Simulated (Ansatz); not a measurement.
[ZnF4]2- (ZnF₄²⁻), relaxed as a singlet with RKS PBE0-D4/def2-SVPD in Ansatz, starting from the GFN2-xTB (ALPB water) geometry. Force threshold 0.02 eV/Å.

A multiply charged anion in the gas phase is held together partly by the finite basis. The highest occupied level of the charge -2 singlet lies above zero (up to 0.78 eV). By energy differences its removal costs 2.53 eV (vertical, to the charge -1 doublet, at CCSD(T)/def2-SVPD).

Start:

```tsv
atom	x (Å)	y (Å)	z (Å)
Zn1	-0.001	0.000	0.001
F2	-0.236	-1.096	-1.365
F3	-1.540	0.757	0.422
F4	1.167	1.248	-0.442
F5	0.611	-0.909	1.385
```

```json
{"step": "1", "energy (eV)": "-59258.4292", "largest force component (eV/Å)": "3.781", "SCF passes": "13"}
{"step": "2", "energy (eV)": "-59259.2693", "largest force component (eV/Å)": "1.829", "SCF passes": "20"}
{"step": "3", "energy (eV)": "-59259.6402", "largest force component (eV/Å)": "0.160", "SCF passes": "19"}
{"step": "4", "energy (eV)": "-59259.6445", "largest force component (eV/Å)": "0.023", "SCF passes": "20"}
{"step": "5", "energy (eV)": "-59259.6445", "largest force component (eV/Å)": "0.000", "SCF passes": "13"}
```

Force components are those of the run's own axes.

End:

```xyz
5

Zn    0.000    0.000    0.000
F    -0.262   -1.213   -1.511
F    -1.704    0.836    0.467
F     1.292    1.383   -0.491
F     0.674   -1.007    1.534
```

By distances, no bond broke or formed. The bond that changes most is Zn1–F5, from 1.77 to 1.96 Å (atoms count from 1).

No frequencies were taken in this run, so the end may be a saddle point.

Run time 6 s (4 threads of Arm Neoverse V2 on a shared host).
